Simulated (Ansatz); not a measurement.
Input file for Ansatz (a first-principles code): R-PBE/def2-TZVPPD on H9NSi3 (SMILES [SiH3]N([SiH3])[SiH3]). The basis file is the Basis Set Exchange's JSON of that set.

Ansatz 0.2 input:
```yaml
crystal:
  periodic: [false, false, false]
  atoms:
    - {symbol: Si, position_ang: [0.29379805, 1.67020960, 0.47325093]}
    - {symbol: N, position_ang: [0.01620946, 0.02122913, -0.08410301]}
    - {symbol: Si, position_ang: [-1.62263942, -0.51536584, -0.44884184]}
    - {symbol: Si, position_ang: [1.33183423, -1.15093834, -0.03997948]}
    - {symbol: H, position_ang: [-0.68018838, 2.57701281, -0.19647668]}
    - {symbol: H, position_ang: [0.11929714, 1.80981510, 1.95097059]}
    - {symbol: H, position_ang: [1.68833624, 2.06749986, 0.13134755]}
    - {symbol: H, position_ang: [-2.38957848, 0.62743690, -1.01918113]}
    - {symbol: H, position_ang: [-1.55753065, -1.63439723, -1.43017364]}
    - {symbol: H, position_ang: [-2.34664196, -1.00218642, 0.76458418]}
    - {symbol: H, position_ang: [1.45495707, -1.82019583, 1.29062661]}
    - {symbol: H, position_ang: [1.07789621, -2.20118201, -1.06564337]}
    - {symbol: H, position_ang: [2.61425050, -0.44893774, -0.32648074]}
basis:
  gaussian:
    orbitals: def2-TZVPPD.json
hamiltonian:
  xc: {name: PBE}
scf: {lower_state_search: off}
```

It printed:

```
WARN ansatz: RAYON_NUM_THREADS=4 ignored (pool sized by the plan → 4); use --threads N
Functional definition: PBE
these checks for a lower state are left out or cut short: stability, starts, cluster_reference, orbital_swaps, neighbouring_geometries, increment
integrals: 0.42 GiB planned
1625 factors; their error is unknown
mean field: 2.48 GiB planned
mean field evaluation 1: about -25247.5212 eV, gradient 7.1e1 eV
mean field evaluation 2: about -25197.4998 eV, gradient 1.4e2 eV
mean field evaluation 4: about -25257.5198 eV, gradient 6.5e0 eV
mean field evaluation 8: about -25257.6198 eV, gradient 3.7e-1 eV
mean field evaluation 16: about -25257.5797 eV, gradient 2.8e-4 eV
mean field -25257.57971983 eV, -928.1989345013 hartree, gradient 1.3e-6 eV, S^2 0.000000; 0 other end points of the search recorded, 0 dependent functions left out
reference -25257.57977646 eV, -928.1989365824 hartree; 29, 29 occupied and 305, 305 virtual orbitals, 1625 factors
Total energy: -25257.57977646 eV, -928.1989365824 hartree
Checks for a lower state left out: stability, starts, cluster_reference, orbital_swaps, neighbouring_geometries, increment
```

The calculation finished and met its thresholds.

Cost: very roughly 7 core-seconds.
